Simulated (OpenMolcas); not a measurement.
C: effect of the active space

```json
{
  "Program": "OpenMolcas",
  "Method": "CASSCF or its RAS form",
  "Basis": "ANO-RCC-VQZP",
  "Scalar Hamiltonian": "DKH2, point nucleus",
  "Spin-orbit coupling": "RASSI with atomic mean-field integrals over the reference wave functions, term energies averaged over their components"
}
```

A. 2 electrons in 3 orbitals (2p); 2S+1 = 3 even, 3 roots; 2S+1 = 1 even, 6 roots; cost about 4 core-seconds
B. 4 electrons in 4 orbitals (2s 2p); 2S+1 = 3 even, 3 roots; 2S+1 = 1 even, 6 roots; 2S+1 = 5 odd, 1 root; 2S+1 = 3 odd, 8 roots; cost roughly 15 core-seconds
C. 4 electrons in 8 orbitals (2s 2p 3s 3p); 2S+1 = 3 even, 3 roots; 2S+1 = 1 even, 6 roots; 2S+1 = 5 odd, 1 root; 2S+1 = 3 odd, 8 roots; 2S+1 = 1 odd, 3 roots; cost of the order of 30 core-seconds
D. 2 electrons in 9 orbitals (RAS2 2p; RAS3 3s 3d, at most 1 electron); 2S+1 = 3 even, 3 roots; 2S+1 = 1 even, 6 roots; 2S+1 = 3 odd, 3 roots; 2S+1 = 1 odd, 3 roots; cost roughly 21 core-seconds
E. 4 electrons in 9 orbitals (RAS2 2s 2p; RAS3 3d, at most 2 electrons); 2S+1 = 3 even, 3 roots; 2S+1 = 1 even, 6 roots; 2S+1 = 5 odd, 1 root; 2S+1 = 3 odd, 8 roots; cost about 40 core-seconds

Energies in cm-1 above 2s2 2p2 3P0, the measured ground level; measured values from NIST Handbook of Basic Atomic Spectroscopic Data.

```json
{"Level": "2s2 2p2 3P0", "A": "0.0", "B": "0.0", "C": "0.0", "D": "0.0", "E": "0.0", "Measured": "0.0"}
{"Level": "2s2 2p2 3P1", "A": "15.7", "B": "15.1", "C": "14.8", "D": "15.7", "E": "15.0", "Measured": "16.4"}
{"Level": "2s2 2p2 3P2", "A": "46.9", "B": "45.1", "C": "44.1", "D": "46.9", "E": "44.9", "Measured": "43.4"}
{"Level": "2s2 2p2 1D2", "A": "12625", "B": "12734", "C": "11976", "D": "12625", "E": "12666", "Measured": "10193"}
{"Level": "2s2 2p2 1S0", "A": "30969", "B": "21129", "C": "18840", "D": "30969", "E": "26367", "Measured": "21648"}
```

Deviations, from unrounded energies. A percentage is the sum of absolute deviations over the sum of measured energies, with the sign that they share, or ± where signs differ.

```json
{"Against measurement": "mean absolute deviation (cm-1)", "Levels": "4", "A": "2900", "B": "770", "C": "1100", "D": "2900", "E": "1800"}
{"Against measurement": "fine structure of the ground term (%)", "Levels": "2", "A": "±7.0", "B": "±5.0", "C": "±3.9", "D": "±7.0", "E": "±4.8"}
{"Against measurement": "other terms of the ground configuration (%)", "Levels": "2", "A": "+36.9", "B": "±9.6", "C": "±14.4", "D": "+36.9", "E": "+22.6"}
```

B lies closest to measurement on these levels and D furthest from it. The largest miss of B in the table is 2s2 2p2 1D2, by +2500 cm-1. The ranking rests on the paired levels alone, and a cruder setting can come out closer through cancelling errors.

Among A to E the level of the table that moves most is 2s2 2p2 1S0, by 12000 cm-1 (lowest in C, highest in D).

Without dynamic correlation excited terms often stand tens of per cent too high (terms of higher spin than the ground term too low), and those without a measured partner can miss by more than the paired ones. With the s shell closed, the reference lacks s² → p² mixing (holds for A; D). The run also gave levels led by 2s2 2p 3s, which use shells meant for correlation; these and all levels above them are left out (holds for C). No level of 2s2 2p 3d was computed, though it lies in the active space (holds for D). Active for correlation alone: 3d; no level in the range computed is led by a configuration that fills it, so any true level of that kind is missing (holds for E). Measured partners are found by configuration, term and J. A level has none where our copy of the source lacks it or the pairing is in doubt (some pairs that miss far off the trend of their configuration count as doubtful), and it then counts in no deviation. Only configurations of the active space appear. The table leaves out levels that lie high or whose names do not pair safely across all columns.
